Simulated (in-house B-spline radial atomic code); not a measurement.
## RPA and G0W0 on BLYP: Ti¹²⁺

Configuration [He] 2s2 2p6, mean-field start BLYP. Computed with an all-electron radial atomic-structure program (B-spline basis): all electrons, non-relativistic, point nucleus, each spin shell either full or empty, empty states to l = 9 with an (l + 1/2)⁻⁴ tail; G0W0 by contour deformation at full frequency.

Command:
```bash
python run_gw.py task.json out
```
Settings (radii: box in bohr, nucleus in fm):
```
Z                        22
electrons                10
configuration            [He] 2s2 2p6
hamiltonian              nr
method                   b88,lyp
lmax                     9
spin_polarised           False
box_radius               5.84
intervals                46
```

Run time, properties included: 0.8 s on 1 thread of Arm Neoverse N1 (shared host).

Energies (hartree):

```json
{"term": "mean-field total", "value": "-791.17476"}
{"term": "Hartree-Fock functional on these orbitals", "value": "-790.80261"}
{"term": "direct second order", "value": "-0.66148"}
{"term": "second-order exchange", "value": "0.23266"}
{"term": "SOSEX correction", "value": "0.22395"}
```

Problem. What is the RPA correlation energy, and what remains with SOSEX?

Solution. RPA gives -0.62618 hartree (-1.7 eV per electron); RPA + SOSEX gives -0.40223, and the second-order doubles -0.42882 hartree (no singles). RPA lacks exchange-type terms and so overcorrelates at short range.

Quasi-particle levels (eV):

| level | occupied | mean field | Σx - vxc | Σc | QP weight | G0W0 |
| --- | --- | --- | --- | --- | --- | --- |
| 2p | yes | -751.06 | -39.14 | ? | ? | ? |
| 2s | yes | -835.15 | -50.40 | 4.30 | 0.989 | -881.25 |
| 1s | yes | -5165.40 | -147.01 | 26.24 | 0.958 | -5286.18 |
| 3s | no | -306.93 | 17.65 | -0.79 | 0.999 | -290.07 |

G0W0 = mean field + (Σx - vxc) + Σc, with Σc (partial-wave tail included) taken at the quasi-particle energy.

Problem. Where does G0W0 put 2p?

Solution. At -788.14 eV, with Σc = 2.06 eV and a quasi-particle weight of 0.990. The tabulated removal energy is 787.67 ± 0.04 eV (NIST, measured); the calculation leaves out relativity, Breit and QED terms, and what these don't explain is the method's own error.
